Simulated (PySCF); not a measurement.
CH₅Si, charge -1, singlet, at a GFN2-xTB geometry, with bond 7-2 at 1.6 times its length; M062X/6-31G (PySCF).

The PySCF input:
```python
from pyscf import gto, scf, dft

mol = gto.Mole()
mol.atom = '''
    C    -0.019887   -0.099482   -1.266570
    Si    0.007913    0.007551    0.530102
    H    -0.911262    0.348468   -1.736809
    H     0.867750    0.327051   -1.763060
    H     0.036558    1.229113    1.474732
    H    -1.189434   -0.692313    1.119231
    H     1.923137   -1.158351    1.416179
'''
mol.basis = '6-31g'
mol.charge = -1
mol.spin = 0
mol.verbose = 4
mol.build()

mf = dft.RKS(mol)
mf.xc = 'm062x'
mf.diis_space = 12
mf.kernel()
mf.analyze()
```

### Question
Predict the main parts of the log of this PySCF run.

### Answer

```
PySCF version 2.14.0

[INPUT] verbose = 4
[INPUT] num. atoms = 7
[INPUT] num. electrons = 26
[INPUT] charge = -1
[INPUT] spin (= nelec alpha-beta = 2S) = 0
[INPUT] symmetry False subgroup None
[INPUT] Mole.unit = angstrom
[INPUT] Symbol           X                Y                Z      unit          X                Y                Z       unit  Magmom
[INPUT]  1 C     -0.019887000000  -0.099482000000  -1.266570000000 AA   -0.037580983439  -0.187993734324  -2.393470417590 Bohr   0.0
[INPUT]  2 Si     0.007913000000   0.007551000000   0.530102000000 AA    0.014953402824   0.014269321967   1.001747598084 Bohr   0.0
[INPUT]  3 H     -0.911262000000   0.348468000000  -1.736809000000 AA   -1.722035607723   0.658509083175  -3.282093340680 Bohr   0.0
[INPUT]  4 H      0.867750000000   0.327051000000  -1.763060000000 AA    1.639809844591   0.618036818765  -3.331700541176 Bohr   0.0
[INPUT]  5 H      0.036558000000   1.229113000000   1.474732000000 AA    0.069084607662   2.322686946143   2.786839587132 Bohr   0.0
[INPUT]  6 H     -1.189434000000  -0.692313000000   1.119231000000 AA   -2.247704503246  -1.308281962476   2.115040060123 Bohr   0.0
[INPUT]  7 H      1.923137000000  -1.158351000000   1.416179000000 AA    3.634202230018  -2.188966146116   2.676190453360 Bohr   0.0

nuclear repulsion = 54.1113750653317
number of shells = 22
number of NR pGTOs = 88
number of NR cGTOs = 32
basis = 6-31g
ecp = {}

******** <class 'pyscf.dft.rks.RKS'> ********
method = RKS
initial guess = minao
damping factor = 0
level_shift factor = 0
DIIS = <class 'pyscf.scf.diis.CDIIS'>
diis_start_cycle = 1
diis_space = 12
diis_damp = 0
SCF conv_tol = 1e-09
SCF conv_tol_grad = None
SCF max_cycles = 50
direct_scf = True
direct_scf_tol = 1e-13
XC library pyscf.dft.libxc version 7.1.2
    S. Lehtola, C. Steigemann, M. J. T. Oliveira, and M. A. L. Marques,  SoftwareX 7, 1–5 (2018)
XC functionals = m062x
    Y. Zhao and D. G. Truhlar,  Theor. Chem. Acc. 120, 215 (2008)
    Y. Zhao and D. G. Truhlar,  Theor. Chem. Acc. 120, 215 (2008)
radial grids:
    Treutler-Ahlrichs [JCP 102, 346 (1995); DOI:10.1063/1.469408] (M4) radial grids

becke partition: Becke, JCP 88, 2547 (1988); DOI:10.1063/1.454033
pruning grids: <function nwchem_prune>
grids dens level: 3
symmetrized grids: False
atomic radii adjust function: <function treutler_atomic_radii_adjust>
small_rho_cutoff = 0
Set gradient conv threshold to 3.16228e-05
Initial guess from minao.
tot grids = 82344
init E= -330.115173574932
  HOMO = -0.216055819266664  LUMO = -0.0598331967804979  gap/eV = 4.25103
cycle= 1 E= -330.280736121942  delta_E= -0.166  |g|= 0.464  |ddm|= 2.17
  HOMO = 0.0900387636470639  LUMO = 0.191719878438509  gap/eV = 2.76688
cycle= 2 E= -330.213965857491  delta_E= 0.0668  |g|= 0.643  |ddm|= 1.65
  HOMO = -0.00891690900445918  LUMO = 0.192547543701053  gap/eV = 5.48213
cycle= 3 E= -330.349958361628  delta_E= -0.136  |g|= 0.0331  |ddm|= 1.02
  HOMO = -0.00879658079211776  LUMO = 0.185245095777101  gap/eV = 5.28014
cycle= 4 E= -330.350496068517  delta_E= -0.000538  |g|= 0.00722  |ddm|= 0.0887
  HOMO = -0.0101576067504243  LUMO = 0.187264986603473  gap/eV = 5.37214
cycle= 5 E= -330.350527679897  delta_E= -3.16e-05  |g|= 0.00246  |ddm|= 0.0199
  HOMO = -0.00995318121462563  LUMO = 0.187556220548517  gap/eV = 5.37450
cycle= 6 E= -330.350531497847  delta_E= -3.82e-06  |g|= 0.000709  |ddm|= 0.00703
  HOMO = -0.0100603544813525  LUMO = 0.187433975582363  gap/eV = 5.37409
cycle= 7 E= -330.350531964318  delta_E= -4.66e-07  |g|= 0.000156  |ddm|= 0.00292
  HOMO = -0.0100419013282649  LUMO = 0.187461414613891  gap/eV = 5.37434
cycle= 8 E= -330.350532008482  delta_E= -4.42e-08  |g|= 4.12e-05  |ddm|= 0.00105
  HOMO = -0.0100484946483854  LUMO = 0.187469107063016  gap/eV = 5.37473
cycle= 9 E= -330.350532013327  delta_E= -4.85e-09  |g|= 1.17e-05  |ddm|= 0.000375
  HOMO = -0.0100507922995652  LUMO = 0.187470818637899  gap/eV = 5.37484
cycle= 10 E= -330.350532013623  delta_E= -2.96e-10  |g|= 1.5e-06  |ddm|= 0.000103
  HOMO = -0.0100507260778455  LUMO = 0.187470805217973  gap/eV = 5.37483
Extra cycle  E= -330.350532013627  delta_E= -3.98e-12  |g|= 6.33e-07  |ddm|= 1.12e-05
converged SCF energy = -330.350532013627
**** SCF Summaries ****
Total Energy =                        -330.350532013627173
Nuclear Repulsion Energy =              54.111375065331650
One-electron Energy =                 -567.564092226383309
Two-electron Energy =                  183.102185147424507
Two-electron Coulomb Energy =          211.300520984057556
DFT Exchange-Correlation Energy =      -28.198335836633046
HOMO-LUMO gap [eV] =                     5.374834635352022
**** MO energy ****
MO #1   energy= -66.8383859918634  occ= 2
MO #2   energy= -10.2937960660437  occ= 2
MO #3   energy= -5.38230377984967  occ= 2
MO #4   energy= -3.69015429492341  occ= 2
MO #5   energy= -3.68923333644937  occ= 2
MO #6   energy= -3.68852434613926  occ= 2
MO #7   energy= -0.530630907310359 occ= 2
MO #8   energy= -0.370987292647937 occ= 2
MO #9   energy= -0.242575827395029 occ= 2
MO #10  energy= -0.203374239208741 occ= 2
MO #11  energy= -0.174129786285728 occ= 2
MO #12  energy= -0.0915290658179215 occ= 2
MO #13  energy= -0.0100507260778455 occ= 2
MO #14  energy= 0.187470805217973  occ= 0
MO #15  energy= 0.263913645696998  occ= 0
MO #16  energy= 0.325423270057433  occ= 0
MO #17  energy= 0.343654563149684  occ= 0
MO #18  energy= 0.36588936156307   occ= 0
MO #19  energy= 0.390793524058491  occ= 0
MO #20  energy= 0.44513046742108   occ= 0
MO #21  energy= 0.468820764888277  occ= 0
 ** Mulliken pop on meta-lowdin orthogonal AOs  **
 ** Mulliken pop  **
pop of  0 C 1s            1.99994
pop of  0 C 2s            1.15633
pop of  0 C 3s            0.00280
pop of  0 C 2px           1.04211
pop of  0 C 2py           1.46076
pop of  0 C 2pz           1.08332
pop of  0 C 3px           0.00338
pop of  0 C 3py           0.02444
pop of  0 C 3pz           0.00369
pop of  1 Si 1s           2.00000
pop of  1 Si 2s           1.99989
pop of  1 Si 3s           1.14879
pop of  1 Si 4s           0.01177
pop of  1 Si 2px          1.99995
pop of  1 Si 2py          1.99996
pop of  1 Si 2pz          1.99996
pop of  1 Si 3px          0.79050
pop of  1 Si 3py          0.92317
pop of  1 Si 3pz          0.83399
pop of  1 Si 4px          0.00485
pop of  1 Si 4py          0.01449
pop of  1 Si 4pz          0.01080
pop of  2 H 1s            0.93222
pop of  2 H 2s            0.00460
pop of  3 H 1s            0.93595
pop of  3 H 2s            0.00434
pop of  4 H 1s            1.16015
pop of  4 H 2s            0.00938
pop of  5 H 1s            1.12831
pop of  5 H 2s            0.00298
pop of  6 H 1s            1.28972
pop of  6 H 2s            0.01746
 ** Mulliken atomic charges  **
charge of    0C =     -0.77677
charge of    1Si =      0.26187
charge of    2H =      0.06318
charge of    3H =      0.05972
charge of    4H =     -0.16953
charge of    5H =     -0.13128
charge of    6H =     -0.30718

WARN: System has nonzero charge -1; the dipole moment is origin-dependent.
Location of origin: [0. 0. 0.]

Dipole moment(X, Y, Z, Debye): -2.27940,  2.63762, -0.40859
```
